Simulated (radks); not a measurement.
Results of a calculation; reference values are marked as such.
Problem. The mean radii <r> (bohr) of the occupied orbitals of an atom or ion are listed with their occupations. Code: a radial shooting solver on a logarithmic mesh with Libxc functionals. Model: non-relativistic Kohn-Sham, PBEsol, spin-polarised, spherical densities, point nucleus.

orbital  occ.      <r>
1s down     1  0.06161
1s up       1  0.06161
2s up       1   0.2830
2s down     1   0.2824
2p up       3   0.2487
2p down     3   0.2480
3s up       1   0.8608
3s down     1   0.8639
3p up       3   0.9068
3p down     3   0.9125
3d up       5    1.124

Name the element and its charge. Open shells, if any, are filled with parallel spins first.

Solution. Z = 25, manganese, charge +2: Mn2+ in [Ar] 3d5. The 1s radius gives Z: for a bare nucleus <r> = 1.5/Z, 0.06 bohr for Z = 25, and screening makes it slightly larger (0.06161 here). The occupations add up to 23, and the charge is Z minus that.
